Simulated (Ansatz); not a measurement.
Basis-set extrapolation for `CCCCC(C)Cl` (PBE0-D4/def2-TZVP geometry, frozen core, Ansatz 0.2.0). Multiplicity 1, RHF reference.

```tsv
	def2-TZVPP	def2-QZVPP
HF	-694.388060	-694.411849
MP2 correlation	-1.247589	-1.332892
CCSD(T) correlation	-1.381372	not run
```

Energies in hartree. Use E(X) = E(∞) + A·exp(−7.88·√X) for Hartree–Fock and E(X) = E(∞) + B·X^(−2.97) for correlation, with X = 3 and 4, and add CCSD(T) minus MP2 of the smaller set to the MP2 limit.

Q: What is the CCSD(T) energy at the basis-set limit?

A: HF limit: -694.411849 + (-0.023789) × 0.13774 = -694.41513. MP2 limit: -1.332892 + (-0.085303) × 0.74074 = -1.39608. Higher-order term: -1.381372 − (-1.247589) = -0.13378. Total: -695.94499 hartree, 460.9 kJ/mol below CCSD(T)/def2-TZVPP.
